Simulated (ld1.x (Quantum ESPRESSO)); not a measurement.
**Ti: one change to an RRKJ potential, before and after**

Ti (Z = 22), norm-conserving RRKJ (Kleinman–Bylander form), made with ld1.x (Quantum ESPRESSO) 7.5 (LDA (PZ), scalar-relativistic). Core [Ar], reference 3d2 4s1 4p0 (charge +1). Waves: 4s (bound): rc 2.80 bohr; 4p (bound, empty): rc 2.30 bohr; 3d (bound): rc 1.95 bohr. Local part: the d channel. Core correction: none. rho0 = 0.02.

Change: wave 3d (bound): rc 1.95 bohr becomes 3d (bound): rc 2.94 bohr.

Cutoffs: the cutoffs (Ry, on a coarse ladder) from which the occupation-weighted sum of valence levels, in a spherical-Bessel basis at the reference potential, stays within 10 and 1 mRy of its value at 400 Ry; they do not see the model core or the augmentation charge, which bear on the density cutoff. Errors are all-electron minus pseudo energies relative to the spin-unpolarised reference configuration.

Task: What does the change do?

Result: The potential gets softer (55 Ry and 70 Ry → 30 Ry and 35 Ry); the bound ghosts move from p, s to s; of the 9 tests that both files solve, the error grows in 4 and shrinks in 4 by more than 15 % and 0.3 meV (median size 58.9 → 42.7 meV). A larger radius leaves more room for a smooth pseudo-wave, so fewer plane waves are needed.

| quantity | base | changed |
| --- | --- | --- |
| cutoff, loose | 55 Ry | 30 Ry |
| cutoff, tight | 70 Ry | 35 Ry |
| loose cutoff by channel (10 mRy a level) | s 18 Ry, d 50 Ry | s 18 Ry, d 30 Ry |
| bound ghosts | s, p | s |
| error for 3d2 4s2 4p0, meV [ΔE -7.54 eV] | +19 | +11 |
| error for 3d2 4s0 4p0, meV [ΔE 13.80 eV] | +59 | +43 |
| error for 3d1 4s0 4p0, meV [ΔE 40.99 eV] | +145 | +526 |
| error for 3d2 4s1.5 4p0, meV [ΔE -4.52 eV] | +6.5 | +3.7 |
| error for 3d2.5 4s1.5 4p0, meV [ΔE -7.21 eV] | +1.8 | -8.9 |
| error for 3d1 4s2 4p1, meV [ΔE -2.72 eV] | +77 | +451 |
| error for 3d2 4s0 4p2, meV [ΔE -1.10 eV] | +3.9 | +5.9 |
| error for 3d2 4s1 4p0 (spin-polarised), meV [ΔE -1.24 eV] | +1979 | +1735 |
| error for 3d2 4s2 4p0 (spin-polarised), meV [ΔE -8.21 eV] | +1593 | +1336 |

 A true bound ghost makes a file unfit for plane-wave use even where its test errors are small: the radial tests pick states by their node count and pass the ghost by.
